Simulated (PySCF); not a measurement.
Compound: (HSi)4S6 adamantane, H4S6Si4.
Bonds: Si1–S3, Si1–S9, Si1–S13, S3–Si4, Si4–S6, Si4–S14, S6–Si7, Si7–S9, Si7–S10, S10–Si11, Si11–S13, Si11–S14. Hydrogens: H2 on Si1; H5 on Si4; H8 on Si7; H12 on Si11.

Method: PySCF, PBE0-D3(BJ)/def2-SVP geometry optimisation, gas phase.

**Question.** List the bond lengths, angles and torsions at this level.

**Answer.** 
```csv
bond,length (Å)
Si1–H2 and 3 like bonds,1.482
Si1–S3 and 11 like bonds,2.146
```

Bonds in one row agree within 0.01 Å and their mean is given. A selection of angles:
```csv
angle,degrees
S3–Si1–S9,112.8
Si1–S3–Si4,102.2
```

Dihedral angles: S9–Si1–S3–Si4 65° (synclinal); S3–Si1–S9–Si7 -65° (synclinal); S3–Si1–S13–Si11 65° (synclinal); Si1–S3–Si4–S6 -65° (synclinal); S3–Si4–S6–Si7 65° (synclinal); S3–Si4–S14–Si11 -65° (synclinal); Si4–S6–Si7–S9 -65° (synclinal); S6–Si7–S9–Si1 65° (synclinal); S6–Si7–S10–Si11 -65° (synclinal); Si7–S10–Si11–S13 -64° (synclinal); S10–Si11–S13–Si1 65° (synclinal); S10–Si11–S14–Si4 -65° (synclinal).

Si1 (silicon bonded to 3 S and H) is distorted tetrahedral (angles from 105.8° to 113.0°). All 12 S–Si bonds measure 2.145 to 2.146 Å.

Point group: Td (tolerance 0.08 Å). No PBE0-D3(BJ)/def2-SVP frequencies stand behind this structure, so it isn't proved a minimum. The numbers are those of one conformer.

Time: 3.4 min wall, 8.2 min CPU; peak memory 1.4 GiB. Hardware: INTEL XEON PLATINUM 8581C at 2.10 GHz, 2 threads, no GPU, shared host with 80 logical CPUs at a one-minute load of 18. These figures are those of the optimisation.
